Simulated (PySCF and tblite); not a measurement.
Results of a calculation; reference values are marked as such.
C₅H₄N₂S, numbered as in [CH3:1][c:2]1[cH:3][s:4][n:5][c:6]1[C:7]#[N:8].

The ensemble was built from 45 distance-geometry starts (ETKDG and KDG, MMFF94s, GFN2-xTB) and rests on GFN2-xTB geometries. Energies: PBE0-D3(BJ)/def2-SVP (IEF-PCM, methanol), with GFN2-xTB thermal terms (modes under about 100 cm⁻¹ blended into free rotors). Symmetry numbers and mirror images are counted. Conformers within 2.5 kcal/mol (GFN2-xTB free energy) were kept, 3 at most. GIAO shieldings: WP04/pcSseg-1 (IEF-PCM, methanol). Shifts are against TMS (¹H), TMS (¹³C) at the same level. Codes: tblite and PySCF.

Problem. List the conformer-averaged shifts at 298.15 K.

Solution. ¹H: 8.56 (H3, 1H), 2.75 (H1, 3H) ppm. ¹³C: 164.2 (C3), 152.4 (C2), 146.0 (C6), 118.8 (C7), 16.7 (C1) ppm.

Shifts are unscaled: against experiment ¹³C can be off by 15 ppm or more and ¹H by 0.8 ppm.
